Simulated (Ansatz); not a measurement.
Ansatz (a program for electronic structure) input (CCSD(T)/6-31G*):

Ansatz 0.2 input:
```yaml
crystal:
  periodic: [false, false, false]
  atoms:
    - {symbol: Ga, position_ang: [-0.00000000, -0.00000000, -0.77799776]}
    - {symbol: Cl, position_ang: [0.00000000, 0.00000000, 1.41870179]}
basis:
  gaussian:
    orbitals: 6-31G*
magnetization: {spin_polarized: true, initial_magnetization: 2}
correlation: {method: ccsd_t, electrons: outside_noble_gas}
```

Output:

```
Functional definition: HF
integrals: 0.03 GiB planned
475 factors; integrals over basis functions are off by at most 5.4e-4 eV
mean field: 0.17 GiB planned
mean field evaluation 1: about -64827.9261 eV, gradient 7.7e0 eV
mean field evaluation 2: about -64827.9515 eV, gradient 7.7e0 eV
mean field evaluation 4: about -64828.9291 eV, gradient 2.3e0 eV
mean field evaluation 8: about -64829.0760 eV, gradient 3.3e-1 eV
mean field evaluation 16: about -64829.0807 eV, gradient 2.1e-6 eV
mean field evaluation 32: about -64829.0807 eV, gradient 8.5e-4 eV
mean field evaluation 64: about -64829.0780 eV, gradient 3.1e-1 eV
mean field evaluation 96: about -64826.3999 eV, gradient 2.4e-1 eV
mean field evaluation 128: about -64826.2076 eV, gradient 4.6e-1 eV
mean field evaluation 160: about -64825.5213 eV, gradient 8.4e0 eV
mean field evaluation 192: about -64826.3697 eV, gradient 2.1e-1 eV
mean field -64829.08068340 eV, -2382.4247723859 hartree, gradient 2.1e-6 eV, S^2 2.006653; 9 other end points of the search recorded, 0 dependent functions left out
determinant -64829.08068340 eV, -2382.4247723859 hartree, with singles and doubles -64833.67904976 eV, -2382.5937592325 hartree
determinant -64826.40315183 eV, -2382.3263749156 hartree, with singles and doubles -64831.14875036 eV, -2382.5007724447 hartree
determinant -64826.22157094 eV, -2382.3197019408 hartree, with singles and doubles -64830.99013392 eV, -2382.4949433982 hartree
determinant -64826.10789339 eV, -2382.3155243680 hartree, with singles and doubles -64830.99162430 eV, -2382.4949981685 hartree
19 core orbitals not correlated
reference -64829.08068340 eV, -2382.4247723859 hartree; 6, 4 occupied and 29, 31 virtual orbitals, 475 factors
second order -4.13488221 eV of doubles, -0.00000000 eV of singles
coupled cluster: 0.09 GiB planned
cycle   1  -4.60187500 eV  change   -6.3e-2 eV  update   1.7e-2
cycle   2  -4.60983506 eV  change   -8.0e-3 eV  update   5.2e-3
cycle   3  -4.61266239 eV  change   -2.8e-3 eV  update   2.8e-3
cycle   4  -4.61425924 eV  change   -1.6e-3 eV  update   1.1e-3
cycle   5  -4.61469410 eV  change   -4.3e-4 eV  update   5.0e-4
cycle   6  -4.61487445 eV  change   -1.8e-4 eV  update   2.0e-4
cycle   7  -4.61487513 eV  change   -6.8e-7 eV  update   7.0e-5
cycle   8  -4.61487502 eV  change    1.0e-7 eV  update   2.8e-5
cycle   9  -4.61487648 eV  change   -1.5e-6 eV  update   9.6e-6
perturbative correction -0.12960028 eV, -0.0047627226 hartree
Total energy: -64833.82516017 eV, -2382.5991286912 hartree
```

This is an excited triplet: at this geometry the singlet lies 3.36 eV lower at CCSD(T)/CBS(def2-TZVPPD,def2-QZVPPD).
